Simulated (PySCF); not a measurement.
Cr(CH)F3, CHCrF3 (singlet state).
Structure used (PBE0-D3(BJ)/def2-SVP), in Å, numbered top down from 1:
```xyz
6
CHCrF3 angstrom
Cr     0.049   -0.003   -0.486
C     -0.105    0.006    1.080
H     -0.213    0.014    2.173
F      1.726    0.004   -0.765
F     -0.736    1.411   -1.009
F     -0.720   -1.432   -0.993
```

Level of theory: PySCF 2.14.0, PBE0-D3(BJ)/def2-SVP geometry optimisation, gas phase.

(1) Which atoms are bound to Cr1, and at what distances?

(2) List the angles at Cr1.

(3) What is the shape at Cr1?

(4) What are the other bond lengths?

(5) What are the rotational constants (commonest isotopes, rigid rotor)?

Results:

(1) 4 atoms: C2 1.573 Å, F5 1.700 Å, F6 1.700 Å, F4 1.700 Å. The nearest atom not counted as bound is H3, at 2.67 Å.

(2) 
```json
{"angle": "F4–Cr1–F5", "degrees": "113.7", "distance of the outer atoms (Å)": "2.85"}
{"angle": "F4–Cr1–F6", "degrees": "113.6", "distance of the outer atoms (Å)": "2.85"}
{"angle": "F5–Cr1–F6", "degrees": "113.5", "distance of the outer atoms (Å)": "2.84"}
{"angle": "C2–Cr1–F4", "degrees": "105.1", "distance of the outer atoms (Å)": "2.60"}
{"angle": "C2–Cr1–F6", "degrees": "104.9", "distance of the outer atoms (Å)": "2.60"}
{"angle": "C2–Cr1–F5", "degrees": "104.8", "distance of the outer atoms (Å)": "2.60"}
```

(3) Distorted tetrahedral: angles from 104.8° to 113.7°; τ4 = (360° − α − β)/141° = 0.94 with α and β the two widest (0 for a square, 1 for a tetrahedron).

(4) C2–H3 1.098 Å.

(5) A = 4058, B = 4052, C = 3287 MHz: an oblate symmetric top.

Point group: C3v (every atom within 0.08 Å of its image). Charge 0, singlet. No frequency check.

The run took 28 s of wall time on one thread, x86-64 server, no GPU, on a shared host. That covers the optimisation of the geometry.
